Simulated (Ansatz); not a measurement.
`C[SiH2][Te][SiH3]`. Charge 0, multiplicity 1. Te takes the def2 core potential. The structure was optimised at the PBE0-D4/def2-TZVP level. It is one conformer, not always the lowest.

```xyz
12

C    -0.843    1.728    0.116
Si    0.192    0.819   -1.144
Te    2.122   -0.380   -0.097
Si    0.603   -2.109    0.852
H    -1.255    1.034    0.851
H    -0.239    2.468    0.645
H    -1.674    2.242   -0.376
H     0.797    1.762   -2.121
H    -0.635   -0.175   -1.879
H    -0.088   -2.856   -0.229
H     1.442   -3.037    1.649
H    -0.423   -1.494    1.734
```

(1) What is the dipole moment at r2SCAN/def2-TZVPP? (Estimate.)

(2) And with PBE, B3LYP, ωB97M-V? (An estimate is asked.)

(3) Give the Mulliken charges with r2SCAN, ωB97M-V, B3LYP in def2-TZVPP. (An estimate is asked.)

Results:

(1) Ansatz gave: 1.40 D, with components (-1.21, 0.61, 0.33) D in this frame, pointing from negative to positive charge.

(2) The calculation gave: PBE 1.30 D, B3LYP 1.32 D, ωB97M-V 1.40 D.

(3) Ansatz gave: 
| atom | r2SCAN | ωB97M-V | B3LYP |
| --- | --- | --- | --- |
| C1 | -0.28 | -0.42 | -0.36 |
| Si2 | 0.26 | 0.15 | 0.24 |
| Te3 | -0.13 | -0.12 | -0.11 |
| Si4 | 0.21 | 0.06 | 0.17 |
| H5 | 0.08 | 0.12 | 0.11 |
| H6 | 0.09 | 0.13 | 0.11 |
| H7 | 0.08 | 0.12 | 0.11 |
| H8 | -0.08 | -0.02 | -0.07 |
| H9 | -0.06 | -0.01 | -0.06 |
| H10 | -0.05 | 0.00 | -0.04 |
| H11 | -0.06 | -0.01 | -0.05 |
| H12 | -0.06 | -0.02 | -0.05 |

B3LYP here is the variant with VWN-RPA as its local correlation; programs differ in this.
